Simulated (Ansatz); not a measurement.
`N[Si](N)(F)F` + `O[SiH2]N[SiH](O)F` → `N[Si](N)(O)F` + `O[SiH](F)N[SiH2]F`  (redistribution)

Gas-phase electronic energies from Ansatz, PBE0-D4/def2-TZVP geometries. CCSD(T)/CBS is the MP2 limit (def2-TZVPP, def2-QZVPP) plus CCSD(T) − MP2 in def2-TZVPP, frozen cores. DFT in def2-TZVPP. Each species was taken in one conformer, which may not be the lowest.

Q: Is it downhill or uphill in electronic energy at CCSD(T)/CBS, and by how much? (Estimate.)

A: The calculation gave: Nearly level: ΔE = +1.4 kJ/mol.

Q: What do these levels give: PBE-D4, PBE0-D4, ωB97X-V, PBE, MP2/def2-TZVPP, HF/CBS(def2)? (An estimate is asked.)

A: The calculation gave: PBE-D4 2.5, PBE0-D4 2.6, ωB97X-V 2.2, PBE 2.4, MP2/def2-TZVPP 2.2, HF/CBS(def2) 2.8 kJ/mol.

Largest T1 diagnostic among the species: 0.012.
